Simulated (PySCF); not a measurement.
Excitation energy of Al⁺ by level of theory

Al⁺ [Ne] 3s2 (1S) → Al⁺ [Ne] 3d2 (3F), as a difference of total energies. Calculation: PySCF 2.14, in aug-cc-pV(T+d)Z with one added diffuse shell each of s, p, d, f type (7s6p5d3f, 71 functions); the non-relativistic Hamiltonian (point nucleus). Correlated levels: valence: [Ne] frozen. The calculations carry no spin-orbit coupling.

```tsv
method	excitation energy (eV)
UHF	23.960
LDA	24.214
PBE	23.624
PBE0	23.896
r2SCAN	23.659
M06	23.483
PBEsol	23.635
revPBE	23.356
wB97M-V	24.750
MP2 (valence)	24.544
SCS-MP2 (valence)	24.812
```

Q: How much does correlation contribute at MP2 (valence)?

A: 24.544 − (23.960) = 0.584 eV, measured against UHF.

The upper state lies above the first ionisation limit, where it may autoionise and the basis confines it.

The promoted electron is Rydberg-like, and one or two diffuse shells describe it only roughly, which tends to raise the upper state.
